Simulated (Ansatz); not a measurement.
```xyz
6

F    -1.4192   -1.1736    0.9110
Sn   -0.0198   -0.4257   -0.1350
S     1.0505    1.3280    1.0215
Cl    1.4442   -2.1339   -0.5492
Cl   -1.0600    0.2560   -2.0618
H     0.0043    2.1491    0.8136
```

The species carries charge 0 and has multiplicity 1. Sn: def2 effective core potential.

Question: List the CAM-B3LYP/def2-TZVPP orbital energies in eV (the Gaussian-basis code of Ansatz). (An estimate is asked.)

Answer: The calculation gave: Occupied: -2765.04, -2765.01, -2421.09, -673.12, -259.79, -259.77, -219.11, -198.86, -198.83, -198.70, -198.70, -198.67, -198.67, -163.68, -163.63, -163.47, -143.17, -98.10, -98.08, -98.04, -34.36, -32.39, -32.31, -32.16, -32.16, -31.46, -25.21, -24.72, -23.03, -16.68, -14.19, -13.70, -13.57, -13.26, -12.36, -12.01, -11.46, -11.25, -11.12, -10.99, -9.99. Lowest empty: -1.83, 0.63, 0.77, 1.07, 1.59, 3.22, 3.28, 3.69.
